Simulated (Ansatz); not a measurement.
**Question.** Name a neutral molecule of Al, C, Ge and H with LUMO energy (ωB97M-V/def2-TZVPP) between -0.70 and -0.40 eV and size of the dipole moment (ωB97M-V/def2-TZVPP) between 1.40 and 1.70 D (Ansatz, PBE0-D4/def2-TZVP geometry).

**Answer.** `[AlH2][CH2][AlH][GeH3]` (-0.41 eV, 1.47 D). Other molecules can fit too; these were computed, each in one conformer that needn't be the lowest.
